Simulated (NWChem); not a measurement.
Species: AlH2SF; SMILES [SH][AlH][F]

```xyz
5

Al    -0.5163    -0.5883     0.0000
F      0.6002    -1.8205     0.0000
H     -2.0517    -0.9311     0.0000
S      0.2707     1.4367     0.0000
H     -0.9696     1.9773     0.0000
```
Atoms are numbered in this order, from 1.

All runs: NWChem. Geometry: optimised at PBE0/def2-SVP. B3LYP is NWChem's, with the RPA form of VWN correlation. Ions are spin-unrestricted doublets at the neutral geometry; other ion states weren't tried.

```json
[
 {"level": "B3LYP/def2-TZVP", "−ε(HOMO) (eV)": "7.82"},
 {"level": "PBE/def2-TZVP", "−ε(HOMO) (eV)": "(withheld)"},
 {"level": "r2SCAN/def2-TZVP", "−ε(HOMO) (eV)": "7.17"}
]
```

**Question.** Complete the blanks.

**Answer.** 
- PBE/def2-TZVP, −ε(HOMO) (eV): 6.88
